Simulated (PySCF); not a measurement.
A GIAO shielding run with PySCF 2.14 (density fitting, non-relativistic, gas phase) on `F[C@H]1C[SiH2]CCO1`, C$_{4}$H$_{9}$FOSi:

```
$ OMP_NUM_THREADS=1 python probes_run.py task.json out

{"job": {"kind": "nmr", "xc": "PBE0", "basis": "pcSseg-1"}, "charge": 0, "multiplicity": 1}
F     -0.861959     0.793379    -1.868127
C     -0.949975     1.134475    -0.521731
C     -1.532475    -0.054270     0.230893
Si    -0.270913    -1.480444     0.265710
C      1.334064    -0.526912     0.629947
C      1.378984     0.716726    -0.255024
O      0.269195     1.591013    -0.079263
H     -1.620201     2.007186    -0.483947
H     -2.468210    -0.330261    -0.251639
H     -1.768067     0.282903     1.239513
H     -0.604580    -2.424201     1.334711
H     -0.201219    -2.133750    -1.043421
H      1.369993    -0.216007     1.674945
H      2.227817    -1.118349     0.437742
H      2.241725     1.342491    -0.011827
H      1.448221     0.424965    -1.309893
```

Hardware: 1 thread of an Arm Neoverse V1, shared host. The job also computes population analyses, field gradients, ring-centre shieldings.

**Question.** How large is the calculation?

**Answer.** 64 electrons, 171 basis functions and 909 auxiliary functions.

**Question.** How long does it take, and how much memory does it need?

**Answer.** 26 s of wall time, with 12 SCF cycles and 4 response iterations; peak memory 0.89 GiB. Times on a shared host scatter by some tens of per cent.
